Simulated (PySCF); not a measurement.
# Finite-field polarisability of O (oxygen, neutral)

[He] 2s2 2p4, high-spin 3P determinant. All numbers are calculated (PySCF 2.14, no relativity, point nucleus, in dyall-acv3z (15s9p4d2f, 76 functions)). Frozen: 1s2. Energy changes in a uniform field (μhartree):

```
axis  F (au)        HF       MP2      CCSD   CCSD(T)
   x  0.0068  -101.340  -107.080  -106.975  -107.970
   x  0.0136  -405.455  -428.450  -428.037  -432.024
   y  0.0064  -101.523  -111.194  -112.358  -114.137
   y  0.0128  -406.478  -445.272  -449.952  -457.101
```

By symmetry the remaining axis equals x.

Derive α along x at CCSD(T) from the two fields.

With ΔE = −αF²/2 − γF⁴/24, α = −(16 ΔE(F) − ΔE(2F))/(6F²) = 4.669 bohr³.

And the mean polarisability at each level?

The components xx, yy, zz at CCSD(T) are 4.669, 5.571, 4.669, the third axis being equal by symmetry to one of the two computed. Means: HF 4.574, MP2 4.896, CCSD 4.912, CCSD(T) 4.970 bohr³. Reference: 5.3 ± 0.2 bohr³ (recommended; Schwerdtfeger and Nagle, table of static dipole polarizabilities (2023 update)).

CCSD(T) lies more than 5 % below the reference, which points to too few diffuse and polarisation functions.
